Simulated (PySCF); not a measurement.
Sn(F)3(SH) (F3HSSn), SMILES [Sn]([F])([SH])([F])[F].

The structure is a stationary point at B3LYP-D3(BJ)/def2-SVP. The structure was generated by enumeration; whether it is a known compound was not checked. The def2 effective core potentials stand for the cores of Sn; spin–orbit coupling is left out. Other conformers were not sampled.

Computed with HF/def2-TZVP (PySCF).

Symmetry labels are those of the subgroup Cs that the program uses (full group Cs).

Computed valence orbital energies around the gap with their symmetry:
| orbital | symmetry | energy (eV) |
|---|---|---|
| HOMO−7 | A' | -17.48 |
| HOMO−6 | A" | -17.40 |
| HOMO−5 | A" | -17.20 |
| HOMO−4 | A' | -17.06 |
| HOMO−3 | A" | -17.00 |
| HOMO−2 | A' | -16.15 |
| HOMO−1 | A' | -13.71 |
| HOMO | A" | -12.02 |
| LUMO | A' | 0.49 |
| LUMO+1 | A' | 2.20 |
| LUMO+2 | A" | 2.70 |
| LUMO+3 | A' | 2.87 |
